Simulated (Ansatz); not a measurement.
Coupled-cluster diagnostics for the cluster V2O2, Ansatz.

Geometry of the singlet (r2SCAN-D4/def2-SVP):

```tsv
atom	x (Å)	y (Å)	z (Å)
V1	0.4749	0.2773	0.7422
V2	-0.4751	-0.2770	-0.7423
O3	-1.1985	-0.3929	0.9130
O4	1.1987	0.3927	-0.9129
```

Correlated methods freeze 12 core orbitals; core or outer-core shells of V are correlated, in sets that lack core-valence functions. The geometry of the singlet was relaxed on an unsound state (restricted singlet, unstable towards broken spin symmetry at other levels and untested here). At PBE0-D4/def2-TZVP a quintet of charge 0 lies 0.72 eV below the restricted singlet, each at its own geometry. That quintet is doubtful there (⟨S²⟩ 6.87, where a pure state has 6.00). The structure comes from a short search, and lower isomers may exist.

Q: Estimate the CCSD(T) correlation energy, the shares of MP2 and (T), T1 and the reference's ⟨S²⟩ for: charge 0, singlet, own geometry in def2-TZVPP; and the rough time on 4 threads of Arm Neoverse V2 on a shared host.

A: 
```json
{"state": "charge 0, singlet, own geometry", "basis": "def2-TZVPP", "correlation (eV)": "-47.867", "MP2 share (%)": "115.7", "(T) share (%)": "8.2", "T1": "0.041", "⟨S²⟩ (pure)": "0.00 (0.00)", "wall time": "2.2 min", "remarks": "flagged by the program, restricted SCF unstable at other levels, stability undecided"}
```
Customary marks for T1 are 0.02 (closed shells), 0.045 (open shells) and about 0.05 (3d metals). T1 exceeds 0.02 in 1 of 1 rows and 0.045 in 0; the higher it lies, the less the single-reference result can be trusted.
